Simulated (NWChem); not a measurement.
System: C₂H₄ClFSi; SMILES F[Si@H](Cl)C=C

Input file for NWChem:

```
start job
memory heap 200 mb stack 900 mb global 1100 mb
geometry units angstroms noautoz
  C     -0.538224     2.438375    -0.442173
  C     -0.888922     1.346609     0.248193
  Si     0.291689    -0.051162     0.501740
  F      1.659799     0.316376    -0.287591
  Cl    -0.464877    -1.787286    -0.304264
  H     -1.230609     3.272609    -0.599920
  H      0.459245     2.541017    -0.882805
  H     -1.899931     1.280037     0.669692
  H      0.642718    -0.328452     1.914963
end
basis spherical
  C library def2-svp
  Si library def2-svp
  F library def2-svp
  Cl library def2-svp
  H library def2-svp
end
dft
  xc xpbe96 cpbe96
  iterations 150
  mulliken
end
task dft energy
```

Output (shortened):

```
             Northwest Computational Chemistry Package (NWChem) 7.3.0
             --------------------------------------------------------

 C1  symmetry detected

                             Geometry "geometry" -> ""
                             -------------------------

 Output coordinates in angstroms (scale by  1.889725989 to convert to a.u.)

  No.       Tag          Charge          X              Y              Z
 ---- ---------------- ---------- -------------- -------------- --------------
    1 C                    6.0000    -0.60466501     2.39634602    -0.46328220
    2 C                    6.0000    -0.92513557     1.30896171     0.24836469
    3 Si                  14.0000     0.28826612    -0.05803446     0.51457888
    4 F                    9.0000     1.64103279     0.32609119    -0.29308591
    5 Cl                  17.0000    -0.43663454    -1.82374643    -0.25544798
    6 H                    1.0000    -1.31667951     3.21237313    -0.62869858
    7 H                    1.0000     0.38644178     2.51342516    -0.91454281
    8 H                    1.0000    -1.93074215     1.22731763     0.68001510
    9 H                    1.0000     0.65754956    -0.30361139     1.92901589

 Effective nuclear repulsion energy (a.u.)     276.8762488744

  pbe96 is a nonlocal functional; adding pw91lda local functional.

                                 NWChem DFT Module
                                 -----------------

 Summary of "ao basis" -> "ao basis" (spherical)
 ------------------------------------------------------------------------------
       Tag                 Description            Shells   Functions and Types
 ---------------- ------------------------------  ------  ---------------------
 C                          def2-svp                 6       14   3s2p1d
 Si                         def2-svp                 8       18   4s3p1d
 F                          def2-svp                 6       14   3s2p1d
 Cl                         def2-svp                 8       18   4s3p1d
 H                          def2-svp                 3        5   2s1p

            General Information
            -------------------
          SCF calculation type: DFT
          Wavefunction type:  closed shell.
          No. of atoms     :     9
          No. of electrons :    56
           Alpha electrons :    28
            Beta electrons :    28
          Charge           :     0
          Spin multiplicity:     1
          Use of symmetry is: off; symmetry adaption is: off
          Maximum number of iterations: 150
          AO basis - number of functions:    98
                     number of shells:    46
          Convergence on energy requested:  1.00D-06
          Convergence on density requested:  1.00D-05
          Convergence on gradient requested:  5.00D-04

              XC Information
              --------------
          PerdewBurkeErnzerhof Exchange Functional  1.000
            Perdew 1991 LDA Correlation Functional  1.000 local
           PerdewBurkeErnz. Correlation Functional  1.000 non-local

             Grid Information
             ----------------
          Grid used for XC integration:  medium
          Radial quadrature: Mura-Knowles
          Angular quadrature: Lebedev.
          Tag              B.-S. Rad. Rad. Pts. Rad. Cut. Ang. Pts.
          ---              ---------- --------- --------- ---------
          C                   0.70       49          10.0       434
          Si                  1.10       88          10.0       590
          F                   0.50       49          11.0       434
          Cl                  1.00       88          12.0       590
          H                   0.35       45          12.0       434
          Grid pruning is: on
          Number of quadrature shells:   503
          Spatial weights used:  Erf1

      Superposition of Atomic Density Guess
      -------------------------------------

 Sum of atomic energies:        -924.60131199

      Non-variational initial energy
      ------------------------------

 Total energy =    -926.459642
 1-e energy   =   -1828.465505
 2-e energy   =     625.129615
 HOMO         =      -0.345270
 LUMO         =      -0.022115

     ---------------------------------------------
      Total Density - Mulliken Population Analysis
     ---------------------------------------------

    Atom       Charge   Shell Charges
 -----------   ------   -------------------------------------------------------
    1 C    6     6.11   1.99  0.96  0.28  1.91  0.93  0.03
    2 C    6     6.42   1.99  0.99  0.32  2.00  1.10  0.02
    3 Si  14    12.72   2.00  1.99  0.91  0.15  5.93  0.88  0.59  0.26
    4 F    9     9.57   1.99  1.14  0.78  3.52  2.14  0.00
    5 Cl  17    17.41   2.00  1.99  1.22  0.72  5.94  2.16  3.36  0.01
    6 H    1     0.90   0.67  0.20  0.02
    7 H    1     0.90   0.67  0.20  0.02
    8 H    1     0.88   0.66  0.20  0.02
    9 H    1     1.10   0.70  0.39  0.01

   convergence    iter        energy       DeltaE   RMS-Dens  Diis-err
 ---------------- ----- ----------------- --------- --------- ---------
 d= 0,ls=0.0,diis     1   -927.2430834216 -1.20D+03  1.76D-02  7.68D-01
 d= 0,ls=0.0,diis     2   -927.1212615066  1.22D-01  1.10D-02  2.14D+00
 d= 0,ls=0.0,diis     3   -927.3190765373 -1.98D-01  2.69D-03  8.46D-02
 d= 0,ls=0.0,diis     4   -927.3221837281 -3.11D-03  1.54D-03  3.27D-02
 d= 0,ls=0.0,diis     5   -927.3260907796 -3.91D-03  5.56D-04  4.40D-03
  Resetting Diis
 d= 0,ls=0.0,diis     6   -927.3266661893 -5.75D-04  1.79D-04  3.79D-04
 d= 0,ls=0.0,diis     7   -927.3267214789 -5.53D-05  6.60D-05  8.23D-06
 d= 0,ls=0.0,diis     8   -927.3267205128  9.66D-07  3.79D-05  1.71D-05
 d= 0,ls=0.0,diis     9   -927.3267224817 -1.97D-06  6.29D-06  8.16D-07
 d= 0,ls=0.0,diis    10   -927.3267225507 -6.91D-08  1.66D-06  2.50D-08

         Total DFT energy =     -927.326722550744
      One electron energy =    -1831.607202557683
           Coulomb energy =      698.833827186894
    Exchange-Corr. energy =      -71.429596054344
 Nuclear repulsion energy =      276.876248874389

 Numeric. integr. density =       56.000007143972

                       DFT Final Molecular Orbital Analysis
                       ------------------------------------

 Vector   26  Occ=2.000000D+00  E=-2.908006D-01
              MO Center= -3.4D-01, -1.5D+00, -2.0D-01, r^2= 2.1D+00
   Bfn.  Coefficient  Atom+Function         Bfn.  Coefficient  Atom+Function
  ----- ------------  ---------------      ----- ------------  ---------------
    71      0.440601  5 Cl px                73     -0.409912  5 Cl pz
    68      0.330110  5 Cl px                70     -0.310927  5 Cl pz
    65      0.192615  5 Cl px                67     -0.181170  5 Cl pz
    51     -0.106369  4 F  py                50     -0.096498  4 F  px
    39      0.078255  3 Si px                54      0.071452  4 F  py

 Vector   27  Occ=2.000000D+00  E=-2.724055D-01
              MO Center= -2.9D-01, -1.9D-01,  2.6D-01, r^2= 4.5D+00
   Bfn.  Coefficient  Atom+Function         Bfn.  Coefficient  Atom+Function
  ----- ------------  ---------------      ----- ------------  ---------------
    73      0.318539  5 Cl pz                70      0.239065  5 Cl pz
    94     -0.236899  9 H  s                 18      0.213689  2 C  px
    71      0.206559  5 Cl px                95     -0.204660  9 H  s
    72     -0.185860  5 Cl py                68      0.154132  5 Cl px
     5      0.148001  1 C  py                17      0.147641  2 C  s

 Vector   28  Occ=2.000000D+00  E=-2.668533D-01
              MO Center= -6.8D-01,  1.1D+00, -1.3D-01, r^2= 3.5D+00
   Bfn.  Coefficient  Atom+Function         Bfn.  Coefficient  Atom+Function
  ----- ------------  ---------------      ----- ------------  ---------------
     6      0.315406  1 C  pz                20      0.295258  2 C  pz
    19      0.225657  2 C  py                72      0.226170  5 Cl py
     9      0.199132  1 C  pz                23      0.184404  2 C  pz
    69      0.167458  5 Cl py                71     -0.165661  5 Cl px
     4      0.142537  1 C  px                22      0.139612  2 C  py

 Vector   29  Occ=0.000000D+00  E=-6.847006D-02
              MO Center= -6.0D-01,  1.6D+00, -7.0D-02, r^2= 2.8D+00
   Bfn.  Coefficient  Atom+Function         Bfn.  Coefficient  Atom+Function
  ----- ------------  ---------------      ----- ------------  ---------------
     9      0.477718  1 C  pz                23     -0.391036  2 C  pz
     6      0.378285  1 C  pz                20     -0.300366  2 C  pz
    22     -0.247437  2 C  py                 8      0.233420  1 C  py
     5      0.203864  1 C  py                40     -0.189876  3 Si py
    72     -0.173134  5 Cl py                 7      0.170047  1 C  px

 Vector   30  Occ=0.000000D+00  E=-1.610963D-03
              MO Center=  3.9D-02,  1.6D-01,  5.3D-01, r^2= 4.0D+00
   Bfn.  Coefficient  Atom+Function         Bfn.  Coefficient  Atom+Function
  ----- ------------  ---------------      ----- ------------  ---------------
    39      0.843351  3 Si px                 3     -0.722495  1 C  s
    17      0.451052  2 C  s                 49     -0.396741  4 F  s
    80      0.371960  6 H  s                 41     -0.368663  3 Si pz
    40      0.292500  3 Si py                36      0.255769  3 Si px
    64      0.238353  5 Cl s                 90      0.232105  8 H  s

 Vector   31  Occ=0.000000D+00  E= 2.928902D-02
              MO Center=  3.0D-01, -5.3D-01,  5.0D-01, r^2= 3.8D+00
   Bfn.  Coefficient  Atom+Function         Bfn.  Coefficient  Atom+Function
  ----- ------------  ---------------      ----- ------------  ---------------
    31      0.747755  3 Si s                 95     -0.731669  9 H  s
    40     -0.713831  3 Si py                32      0.666088  3 Si s
    64     -0.447055  5 Cl s                 72     -0.431566  5 Cl py
    85      0.348514  7 H  s                 30      0.325463  3 Si s
    71     -0.300500  5 Cl px                37     -0.281056  3 Si py

     ---------------------------------------------
      Total Density - Mulliken Population Analysis
     ---------------------------------------------

    Atom       Charge   Shell Charges
 -----------   ------   -------------------------------------------------------
    1 C    6     6.03   1.98  0.92  0.24  2.05  0.81  0.03
    2 C    6     6.23   1.99  0.92  0.29  2.08  0.94  0.02
    3 Si  14    13.31   2.00  1.98  1.06  0.06  5.92  1.22  0.67  0.40
    4 F    9     9.29   1.99  1.13  0.79  3.34  2.03  0.00
    5 Cl  17    17.22   2.00  1.98  1.27  0.68  5.93  2.16  3.17  0.02
    6 H    1     0.95   0.74  0.19  0.02
    7 H    1     0.94   0.73  0.19  0.02
    8 H    1     0.95   0.73  0.19  0.02
    9 H    1     1.07   0.74  0.33  0.01

     -------------------------------------------
      Total Density - Lowdin Population Analysis
     -------------------------------------------

    Atom       Charge   Shell Charges
 -----------   ------   -------------------------------------------------------
    1 C    6     6.01   1.97  0.61  0.32  1.84  1.21  0.07
    2 C    6     6.22   1.97  0.63  0.34  1.89  1.33  0.06
    3 Si  14    13.56   2.00  1.93  0.67  0.32  5.81  1.24  0.97  0.63
    4 F    9     9.18   1.98  1.02  0.77  3.20  2.20  0.01
    5 Cl  17    17.04   2.00  1.96  1.05  0.79  5.82  2.27  3.13  0.02
    6 H    1     0.97   0.63  0.27  0.07
    7 H    1     0.97   0.63  0.27  0.07
    8 H    1     0.96   0.62  0.27  0.07
    9 H    1     1.09   0.65  0.42  0.03

     Multipole analysis of the density
     ---------------------------------

     L   x y z        total         alpha         beta         nuclear
     -   - - -        -----         -----         ----         -------
     0   0 0 0     -0.000000    -28.000000    -28.000000     56.000000

     1   1 0 0     -0.421546     -0.210773     -0.210773      0.000000
     1   0 1 0      0.598013      0.299007      0.299007      0.000000
     1   0 0 1      0.268121      0.134060      0.134060      0.000000

     2   2 0 0    -32.275822    -91.154185    -91.154185    150.032547
     2   1 1 0     -1.258285      5.920478      5.920478    -13.099240
     2   1 0 1     -0.062632     -0.703010     -0.703010      1.343387
     2   0 2 0    -30.684905   -230.529975   -230.529975    430.375045
     2   0 1 1     -0.876478      3.379665      3.379665     -7.635808
     2   0 0 2    -31.848574    -38.533681    -38.533681     45.218789
```

Level: PBE/def2-SVP. All runs use the structure optimised with PBE0/def2-SVP.
